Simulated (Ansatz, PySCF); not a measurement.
Gas-phase reaction (SMILES): C[Si](C)(C)F [fluoro(trimethyl)silane] → C[Si](C)F + [CH3] (CH3); the C-Si bond at the site shown breaks (other sites are not compared here).

Geometries: B3LYP-D3(BJ)/def2-TZVP minima from Ansatz (an electronic-structure program). Valence correlation only, unless marked. UHF or UKS for open shells. Spin-orbit coupling is left out. No relativistic terms. CBS(X,Y): correlation extrapolated as X^-3; Hartree-Fock from the larger set. Thermal terms are rigid-rotor harmonic-oscillator values from B3LYP-D3(BJ) frequencies (PySCF) at 298.15 K and 1 atm. 1 Eh = 627.5095 kcal/mol. Electronic entropy comes from spin alone.

```json
[
 {"species": "C[Si](C)(C)F", "E, CCSD(T)/CBS(cc-pV(T+d)Z,cc-pV(Q+d)Z) (Ansatz) (Eh)": "-508.54862", "E, r2SCAN-D4/def2-TZVPD (Ansatz + dftd4) (Eh)": "-509.14178", "H - E (Eh)": "0.12234", "G - E (Eh)": "0.08240"},
 {"species": "C[Si](C)F", "E, CCSD(T)/CBS(cc-pV(T+d)Z,cc-pV(Q+d)Z) (Ansatz) (Eh)": "-468.61090", "E, r2SCAN-D4/def2-TZVPD (Ansatz + dftd4) (Eh)": "-469.16753", "H - E (Eh)": "0.08276", "G - E (Eh)": "0.04533"},
 {"species": "[CH3] (CH3)", "E, CCSD(T)/CBS(cc-pV(T+d)Z,cc-pV(Q+d)Z) (Ansatz) (Eh)": "-39.77878", "E, r2SCAN-D4/def2-TZVPD (Ansatz + dftd4) (Eh)": "-39.82813", "H - E (Eh)": "0.03371", "G - E (Eh)": "0.01164"}
]
```

Q: Work out ΔE and ΔH, ΔG, ΔS and the equilibrium constant at 298.15 K at the first level, then ΔH at the second.

A: 
1. ΔE = [(-468.61090) + (-39.77878)] - [(-508.54862)] = 0.15894 Eh = 99.7 kcal/mol at CCSD(T)/CBS(cc-pV(T+d)Z,cc-pV(Q+d)Z).
2. The terms H - E add up to -0.00587 Eh, so ΔH = (0.15894 + (-0.00587))×627.5095 = 96.1 kcal/mol.
3. The terms G - E add up to -0.02543 Eh, so ΔG = 83.8 kcal/mol, and ΔS = (-0.00587 - (-0.02543))×627509.5/298.15 = 41.2 cal/(mol K).
4. log10 K = -ΔG/(RT ln 10) = -61.4, with RT ln 10 = 1.3642 kcal/mol.
5. With ΔH and ΔS taken as constant, ΔG changes sign near ΔH/ΔS = 2330 K, a rough figure that leaves out heat capacities.
6. At r2SCAN-D4/def2-TZVPD the same steps give ΔE = 91.7 and ΔH = 88.0 kcal/mol, a shift of -8.1 from the first level.
7. These values are not checked against measurement here, since the tables used lack a sound gas-phase enthalpy of formation for at least one species.
